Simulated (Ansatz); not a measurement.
Total energies of CH2BrNO (`N=C(O)Br`).

```xyz
6

N     0.161   -0.375   -1.120
C    -0.236    0.266   -0.124
O     0.047    0.133    1.180
Br   -1.448    1.699   -0.343
H     0.810   -1.123   -0.883
H     0.667   -0.600    1.291
```

The species carries charge 0 and has multiplicity 1. Correlated methods include outer-core shells of Br, which these sets cover unevenly. Scalar relativity is left out up to krypton. All single points use the PBE0-D4/def2-TZVP geometry. It is one conformer, not always the lowest. Basis def2-TZVPP, the Gaussian-basis code of Ansatz.

RPA on PBE orbitals: Hartree–Fock energy of these orbitals -2740.75990 Eh, correlation -1.32023 Eh (frozen core).

| functional | energy without D4 (Eh) | D4 term (kJ/mol) |
| --- | --- | --- |
| revPBE | -2743.23076 | -37.7 |
| BLYP | -2743.48823 | -25.9 |

Give the same for LDA (SPW92), PBE, r2SCAN, B97M-V, PBE0, B3LYP, r2SCANh, r2SCAN0, HSE06 (plane-wave form), BHLYP, CAM-B3LYP, LC-ωPBE, ωB97X-V, ωB97M-V, B2PLYP, PBE-QIDH. (Best estimate.)

Computed: 
```csv
functional,energy without D4 (Eh),D4 term (kJ/mol)
LDA (SPW92),-2738.61648,–
PBE,-2742.92753,-11.3
r2SCAN,-2743.39544,-2.6
B97M-V,-2743.00253,–
PBE0,-2743.01251,-9.4
B3LYP,-2743.52528,-18.5
r2SCANh,-2743.38293,-2.7
r2SCAN0,-2743.36539,-3.0
HSE06 (plane-wave form),-2743.00918,-8.7
BHLYP,-2743.39016,-13.7
CAM-B3LYP,-2743.55442,-9.5
LC-ωPBE,-2743.03264,–
ωB97X-V,-2743.20466,–
ωB97M-V,-2743.30188,–
B2PLYP,-2742.99210,–
PBE-QIDH,-2742.67516,–
```

B3LYP takes the VWN-RPA correlation (the form of Gaussian; ORCA's B3LYP/G). HSE06 is the plane-wave form, built on full-range PBE exchange. The double hybrids freeze the cores in their second-order part.

LC-ωPBE has ω = 0.4 bohr⁻¹.
